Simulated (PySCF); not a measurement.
Gas-phase reaction: 2 InF + H2 = 2 InH + F2

Method: PySCF energies (xtb for GFN2) plus ideal-gas RRHO corrections (1 bar). † marks an energy on the PBE0/def2-TZVP geometry and frequencies; other levels use their own. MP2 and CCSD(T) freeze the core. All species are closed-shell singlets. B3LYP is the form with VWN-RPA correlation. In: scalar-relativistic def2 core potential, no spin-orbit coupling. InH: computed as isolated molecules; such fragments, hydroxides, amides, oligomers or adducts are transient or little studied in the gas. MP2 isn't extrapolated to the basis-set limit. CCSD(T) isn't extrapolated to the basis-set limit.

```tsv
level	ΔH°(298 K), kJ
B3LYP/def2-TZVP†	[?]
CCSD(T)/def2-TZVPP†	818
GFN2-xTB	858
HF/def2-TZVP†	[?]
M06-2X/def2-TZVP†	860
MP2/def2-SVP†	832
PBE/def2-SVP	772
PBE/def2-TZVP†	812
PBE0/def2-QZVP†	[?]
r2SCAN/def2-TZVP†	838
ωB97M-V/def2-TZVP†	[?]
```

What belongs in the gaps?


- B3LYP/def2-TZVP†, ΔH°(298 K), kJ: 829
- HF/def2-TZVP†, ΔH°(298 K), kJ: 834
- PBE0/def2-QZVP†, ΔH°(298 K), kJ: 826
- ωB97M-V/def2-TZVP†, ΔH°(298 K), kJ: 824
